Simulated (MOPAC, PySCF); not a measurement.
C$_{5}$H$_{9}$B, SMILES `C(/C=C\B)=C/C`, neutral singlet in the gas phase. 

Cartesian coordinates (Å):
```xyz
15

B     -2.9387     0.0136    -0.1400
C     -1.7696    -0.8627     0.2985
C     -0.4598    -0.5875     0.1177
C      0.0926     0.5852    -0.5233
C      1.3937     0.8302    -0.6940
C      2.5546    -0.0096    -0.2836
H     -4.0592    -0.3367     0.0708
H     -2.7741     1.0545    -0.6966
H     -1.9805    -1.8005     0.8043
H      0.2647    -1.3085     0.4835
H     -0.6152     1.3155    -0.8905
H      1.6573     1.7562    -1.1954
H      2.2691    -0.9277     0.2229
H      3.2112     0.5549     0.3823
H      3.1538    -0.2769    -1.1571
```
Charge 0, spin multiplicity 1.

All levels are single points at this geometry (CAM-B3LYP-D3(BJ)/def2-TZVP); Pople sets use spherical d functions. Orbital energies aren't observables, and empty levels follow the basis.

| level | HOMO (eV) | LUMO (eV) | gap (eV) | dipole (D) | vertical IE, Delta-SCF (eV) |
|---|---|---|---|---|---|
| CAM-B3LYP-D3(BJ)/def2-TZVP in PySCF | -8.12 | -1.11 | 7.01 | 2.57 | 8.82 |
| TPSSh-D3(BJ)/def2-TZVP in PySCF | -6.40 | -2.54 | 3.86 | 2.75 | 8.70 |
| B3LYP/6-311+G** in PySCF | -6.77 | -2.37 | 4.40 | 2.72 | – |
| B3LYP/6-31G* in PySCF | -6.47 | -1.97 | 4.50 | 2.70 | 8.58 |
| PBE/6-31G* in PySCF | -5.78 | -2.71 | 3.07 | 2.92 | 8.60 |
| SVWN5/6-31G* in PySCF | -5.94 | -2.92 | 3.01 | 3.01 | 8.83 |
| HF/STO-3G in PySCF | -7.12 | 4.78 | 11.90 | 1.91 | – |
| PM3 in MOPAC | -9.65 | -0.92 | 8.74 | 2.70 | – |
| PM6 in MOPAC | -9.35 | -0.63 | 8.72 | 2.32 | – |
